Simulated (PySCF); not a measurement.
FH7OSi3, SMILES O[Si@@H](F)[SiH2][SiH3]. Atoms are numbered in the order given.

```xyz
12

O     -1.0467     1.5448    -0.5045
Si    -1.3401     0.2209     0.4520
F     -2.1408    -0.9094    -0.4108
Si     0.7955    -0.5799     0.9568
Si     2.1401    -0.0117    -0.8808
H     -1.7953     2.0891    -0.7789
H     -2.2467     0.5643     1.5876
H      1.3107     0.0765     2.2007
H      0.7562    -2.0590     1.1784
H      2.2819     1.4728    -0.9465
H      3.4991    -0.6246    -0.7630
H      1.4990    -0.5030    -2.1373
```

Geometry optimised at r2SCAN-D4/def2-SVP. The structure was generated by enumeration; whether it is a known compound was not checked. The values are those of a single conformer.

All values below come from PBE0/pcSseg-1 run with PySCF.

GIAO shieldings, no solvent; atoms alike by connectivity are averaged. δ = σ(ref) − σ: ¹⁷O against H2O (σ = 334.2 ppm); ²⁹Si against TMS (σ = 352.7 ppm); ¹⁹F against CFCl3 (σ = 167.2 ppm); ¹H against TMS (σ = 31.56 ppm), references at their B3LYP-D3(BJ)/def2-TZVP geometries, non-relativistic.

```
atoms          nucleus  count  δ (ppm)
-------------  -------  -----  -------
O1                 ¹⁷O      1      ___
Si2               ²⁹Si      1      ___
Si5               ²⁹Si      1   -105.8
Si4               ²⁹Si      1   -114.8
F3                 ¹⁹F      1      ___
H7                  ¹H      1      ___
H10, H11, H12       ¹H      3     4.00
H8, H9              ¹H      2     3.58
H6                  ¹H      1     2.94
```

Task: Complete the blanks. (The exact figures need the calculation; the answer reports its results.)

Result: 
- O1, δ (ppm): 71.5
- F3, δ (ppm): -152.2
- H7, δ (ppm): 5.99
- Si2, δ (ppm): 10.3
